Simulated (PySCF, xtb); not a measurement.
ClH7OSi3, SMILES Cl[SiH2][SiH2]O[SiH3].

GFN2-xTB (xtb 6.7.1) at its own geometry gives an orbital gap of 4.22 eV and a dipole moment of 2.29 D.

Coordinates come from a B3LYP-D3(BJ)/def2-SVP optimisation. This is a generated structure with no PubChem entry under its InChIKey; it may be hypothetical. The values are those of a single conformer.

**Question.** What does PySCF with PBE/def2-TZVP give? (The exact figures need the calculation; the answer reports its results.)

**Answer.** gap 4.72 eV (levels -6.73 and -2.01 eV), dipole 1.48 D.
